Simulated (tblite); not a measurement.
Compound: C₄H₈F₃GeP.
Bonds: F1–C2, C2–F3, C2–F4, C2–C5, C5–C6, C6–P7, P7–Ge8, P7–C9, C5–C9. Hydrogens: H10 on C5; H11, H12 on C6; H13, H14, H15 on Ge8; H16, H17 on C9.

Computed with GFN2-xTB (tblite), gas phase: L-BFGS steps from a force-field or distance-geometry start until the largest atomic force falls under 0.01 eV/Å.

Step 65: E = -851.4148 eV
```
atom  x, y, z in Å  |  force x, y, z in eV/Å
F1     -2.8606    1.2386    0.1299    0.003   0.032   0.042
C2     -2.2809    0.0570   -0.1342   -0.031   0.025   0.010
F3     -2.7381   -0.8053    0.7867    0.013   0.004  -0.026
F4     -2.7758   -0.3498   -1.3163    0.022  -0.011   0.022
C5     -0.7672    0.1450   -0.1574   -0.019  -0.027  -0.027
C6     -0.1061    0.3638    1.2076   -0.026   0.024   0.002
P7      1.1848   -0.9639    0.8700    0.049  -0.010  -0.003
Ge8     2.6757    0.3776   -0.3004    0.014  -0.047   0.009
C9     -0.0967   -1.1909   -0.4895    0.014  -0.031   0.007
H10    -0.5100    0.9306   -0.8731    0.028   0.002  -0.005
H11     0.2587    1.3725    1.3964   -0.020   0.013   0.002
H12    -0.7523    0.0655    2.0338   -0.037  -0.006   0.007
H13     3.7653   -0.4424   -0.9256   -0.004   0.026   0.031
H14     3.3526    1.3375    0.6346    0.006  -0.008  -0.046
H15     2.1293    1.2133   -1.4255   -0.010   0.038  -0.011
H16    -0.7434   -2.0363   -0.2479   -0.012  -0.015  -0.029
H17     0.2575   -1.3007   -1.5136    0.010  -0.008   0.014
```

Step 66: E = -851.4155 eV
```
atom  x, y, z in Å  |  force x, y, z in eV/Å
F1     -2.8552    1.2433    0.1303    0.018   0.018   0.026
C2     -2.2783    0.0603   -0.1359   -0.021   0.027   0.018
F3     -2.7349   -0.7998    0.7883    0.010   0.006  -0.052
F4     -2.7764   -0.3462   -1.3168    0.022  -0.007   0.039
C5     -0.7636    0.1433   -0.1597   -0.034  -0.013  -0.010
C6     -0.1071    0.3615    1.2081   -0.040   0.015  -0.011
P7      1.1846   -0.9644    0.8723    0.074  -0.015  -0.010
Ge8     2.6720    0.3797   -0.3007    0.004  -0.050   0.021
C9     -0.0949   -1.1945   -0.4886    0.004  -0.011   0.012
H10    -0.5000    0.9277   -0.8749    0.011  -0.002  -0.002
H11     0.2539    1.3705    1.4011   -0.017   0.013   0.004
H12    -0.7562    0.0574    2.0299   -0.036   0.004   0.014
H13     3.7597   -0.4404   -0.9258    0.009   0.018   0.018
H14     3.3515    1.3418    0.6289    0.008  -0.005  -0.034
H15     2.1218    1.2150   -1.4234   -0.012   0.038  -0.022
H16    -0.7435   -2.0376   -0.2449   -0.010  -0.022  -0.031
H17     0.2596   -1.3058   -1.5124    0.010  -0.014   0.020
```

Step 67: E = -851.4163 eV
```
atom  x, y, z in Å  |  force x, y, z in eV/Å
F1     -2.8490    1.2478    0.1334    0.021   0.009   0.009
C2     -2.2765    0.0633   -0.1364    0.002   0.022   0.015
F3     -2.7324   -0.7956    0.7893    0.002   0.000  -0.058
F4     -2.7776   -0.3419   -1.3162    0.008  -0.001   0.039
C5     -0.7612    0.1411   -0.1624   -0.030   0.004   0.014
C6     -0.1099    0.3593    1.2081   -0.035  -0.003  -0.015
P7      1.1855   -0.9638    0.8741    0.064  -0.010  -0.012
Ge8     2.6687    0.3816   -0.3017   -0.007  -0.032   0.030
C9     -0.0931   -1.1981   -0.4875   -0.010   0.007   0.014
H10    -0.4923    0.9246   -0.8768   -0.003  -0.008   0.001
H11     0.2469    1.3689    1.4056   -0.015   0.011   0.003
H12    -0.7622    0.0500    2.0258   -0.025   0.012   0.012
H13     3.7545   -0.4389   -0.9242    0.032  -0.001  -0.002
H14     3.3520    1.3454    0.6218    0.011   0.000  -0.016
H15     2.1212    1.2193   -1.4235   -0.018   0.032  -0.030
H16    -0.7434   -2.0394   -0.2426   -0.005  -0.026  -0.028
H17     0.2617   -1.3116   -1.5111    0.011  -0.015   0.023
```

Step 68: E = -851.4169 eV
```
atom  x, y, z in Å  |  force x, y, z in eV/Å
F1     -2.8427    1.2538    0.1326    0.022  -0.005  -0.005
C2     -2.2748    0.0669   -0.1376    0.018   0.013   0.009
F3     -2.7335   -0.7901    0.7883   -0.004  -0.003  -0.052
F4     -2.7753   -0.3388   -1.3170   -0.011   0.011   0.030
C5     -0.7593    0.1390   -0.1630   -0.014   0.011   0.027
C6     -0.1124    0.3557    1.2097   -0.014  -0.009  -0.007
P7      1.1879   -0.9646    0.8756    0.024   0.006  -0.013
Ge8     2.6650    0.3833   -0.3038   -0.009  -0.004   0.016
C9     -0.0920   -1.2018   -0.4849   -0.020   0.012   0.009
H10    -0.4852    0.9219   -0.8767   -0.013  -0.018   0.009
H11     0.2414    1.3657    1.4113   -0.014   0.006   0.002
H12    -0.7673    0.0428    2.0245   -0.010   0.012   0.003
H13     3.7514   -0.4353   -0.9255    0.039  -0.013  -0.013
H14     3.3516    1.3486    0.6149    0.011   0.003  -0.001
H15     2.1195    1.2250   -1.4251   -0.017   0.013  -0.020
H16    -0.7440   -2.0417   -0.2393    0.000  -0.025  -0.019
H17     0.2625   -1.3185   -1.5083    0.012  -0.010   0.023
```

Q: Estimate the geometry and energy of step 69. (The exact step hangs on the optimiser's Hessian estimate; all steps are aligned on step 68, rigid shifts and turns removed.)

A: E = -851.4172 eV, largest force 0.039 eV/Å
```
atom  x, y, z in Å  |  force x, y, z in eV/Å
F1     -2.8400    1.2561    0.1330    0.016  -0.004  -0.009
C2     -2.2745    0.0684   -0.1375    0.019   0.002   0.000
F3     -2.7355   -0.7886    0.7866   -0.008  -0.010  -0.030
F4     -2.7742   -0.3373   -1.3169   -0.022   0.019   0.012
C5     -0.7594    0.1380   -0.1624    0.002   0.006   0.024
C6     -0.1143    0.3539    1.2106    0.006  -0.005   0.006
P7      1.1897   -0.9642    0.8755   -0.013   0.014  -0.010
Ge8     2.6641    0.3843   -0.3057   -0.002   0.011   0.002
C9     -0.0923   -1.2031   -0.4834   -0.018   0.003   0.005
H10    -0.4839    0.9203   -0.8761   -0.011  -0.017   0.009
H11     0.2376    1.3644    1.4135   -0.012   0.005   0.002
H12    -0.7701    0.0401    2.0246    0.000   0.006  -0.003
H13     3.7520   -0.4342   -0.9255    0.034  -0.014  -0.014
H14     3.3527    1.3493    0.6117    0.010   0.004   0.006
H15     2.1230    1.2297   -1.4279   -0.018   0.000  -0.011
H16    -0.7443   -2.0432   -0.2378    0.004  -0.019  -0.011
H17     0.2622   -1.3219   -1.5065    0.011  -0.003   0.020
```

The energy changes by -0.0003 eV. The first-order estimate −F·Δx gives -0.0005 eV and the mean of the old and new forces, exact on a quadratic surface, -0.0003 eV. The step makes an angle of 72° with the force vector and moves no atom by more than 0.006 Å.
